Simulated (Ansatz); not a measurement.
Program: Ansatz. Geometries: PBE0-D4/def2-TZVP. ΔE: electronic, gas phase. CCSD(T)/CBS adds triple-zeta CCSD(T) − MP2 to the extrapolated MP2 energy (def2 sets, frozen cores). This one scheme is used for every species. Functionals use def2-TZVPP. B3LYP here is the variant with VWN-RPA as its local correlation; programs differ in this. One conformer a species, not always the lowest.

`F[Si](Cl)(O[SiH3])O[SiH3]` + H₂ → `F[SiH](Cl)O[SiH3]` + silanol  (hydrogenolysis of the Si–O bond)

(1) Is it downhill or uphill in electronic energy at CCSD(T)/CBS, and by how much? (Estimate.)

(2) What do these levels give: PBE-D4, PBE0-D4, ωB97X-V, PBE, r2SCAN, PBE0, B3LYP, HF/def2-TZVPP, SCS-MP2/def2-TZVPP, CCSD/def2-TZVPP, MP2/def2-QZVPP, CCSD/CBS(def2)? (Best estimate.)

Largest T1 diagnostic among the species: 0.011.

Results:

(1) The calculation gave: Uphill: ΔE = +114.4 kJ/mol.

(2) Ansatz gave: PBE-D4 102.5, PBE0-D4 107.6, ωB97X-V 110.3, PBE 92.3, r2SCAN 113.4, PBE0 98.3, B3LYP 100.3, HF/def2-TZVPP 109.8, SCS-MP2/def2-TZVPP 113.1, CCSD/def2-TZVPP 111.2, MP2/def2-QZVPP 118.2, CCSD/CBS(def2) 112.9 kJ/mol.

From PBE to PBE0 (25 % exact exchange), in def2-TZVPP and without D4, ΔE moves by +6.0 kJ/mol. The D4 term adds +16.2 kJ/mol with B3LYP and +9.3 kJ/mol with PBE0; it sums over pairs of atoms, weighted by their polarisabilities, and B3LYP, whose exchange is more repulsive, gets the larger term.
